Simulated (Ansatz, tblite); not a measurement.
Cost and result up the ladder for AgBr₂⁻ (the lowest singlet isomer of a short search) (3 atoms). Charge -1, multiplicity 1. Geometry: PBE-D4/def2-TZVPD.

```
atom   x (Å)   y (Å)   z (Å)
 Ag1   0.000   0.000   0.000
 Br2  -2.470  -0.037   0.022
 Br3   2.470   0.037  -0.022
```

Ansatz on 4 threads of Arm Neoverse V1 on a shared host; xTB runs through tblite on one thread. Times are rough, summed over both states, and most runs start from the orbitals of an earlier one. PBE-QIDH/def2-TZVPD serves as the yardstick here, not as an exact answer. Differences are given only for rows in sets of like size (and for xTB, whose basis is part of the method), since another set adds its own error. The other state is a triplet at its own geometry.

In the def2 sets Ag takes a core potential, while STO-3G treats all electrons; there is no spin–orbit coupling. The xTB rows come from tblite. HSE06 is defined as in plane-wave codes, on full-range PBE exchange. Correlated methods freeze 18 core orbitals; core or outer-core shells of Ag, Br are correlated, in sets that lack core-valence functions. At PBE0-D4/def2-TZVPD a singlet of charge -1 lies 3.49 eV below the triplet, each at its own geometry. The structure comes from a short search, and lower isomers may exist.

Second-order perturbation terms are unreliable where d shells bring near-degenerate states, and here PBE-QIDH/def2-TZVPD, MP2/def2-TZVPD lie more than 0.4 eV from the median of the functionals without such a term.

Correlated methods converge slowly with the basis.

xTB has no spin-polarisation term.

```csv
level,functions,triplet − singlet (eV),difference from PBE-QIDH/def2-TZVPD (eV),remarks
PBE-QIDH/def2-TZVPD,154,3.85,0.00,–
MP2/def2-TZVPD,154,4.02,0.17,–
HF/STO-3G,63,0.04,–,"HOMO above zero (singlet), HOMO above zero (triplet)"
PBE0-D4/def2-TZVPD (with forces),154,3.49,-0.36,–
GFN2-xTB,27,3.89,0.04,–
r2SCAN-D4/def2-TZVPD,154,3.24,-0.61,HOMO above zero (triplet)
RPA@PBE/def2-TZVPD,154,3.33,-0.52,–
CAM-B3LYP-D4/def2-TZVPD,154,3.65,-0.21,–
LDA (SPW92)/def2-TZVPD,154,3.33,-0.52,HOMO above zero (triplet)
PBE-D4/def2-TZVPD,154,3.15,-0.70,HOMO above zero (triplet)
HSE06-D4/def2-TZVPD,154,3.48,-0.37,HOMO above zero (triplet)
GFN1-xTB,27,3.53,-0.32,–
revPBE-D4/def2-TZVPD,154,3.09,-0.76,HOMO above zero (triplet)
```

Task: Estimate how long each takes.

Result: GFN2-xTB 0.006 s; GFN1-xTB 0.007 s; HF/STO-3G 1.5 s; LDA (SPW92)/def2-TZVPD 2.6 s; revPBE-D4/def2-TZVPD 4.9 s; PBE-D4/def2-TZVPD 5.2 s; HSE06-D4/def2-TZVPD 8.9 s; RPA@PBE/def2-TZVPD 9.1 s; CAM-B3LYP-D4/def2-TZVPD 9.8 s; PBE0-D4/def2-TZVPD (with forces) 10 s; MP2/def2-TZVPD 11 s; r2SCAN-D4/def2-TZVPD 11 s; PBE-QIDH/def2-TZVPD 16 s. On shared hardware such times vary by a factor of up to 3.
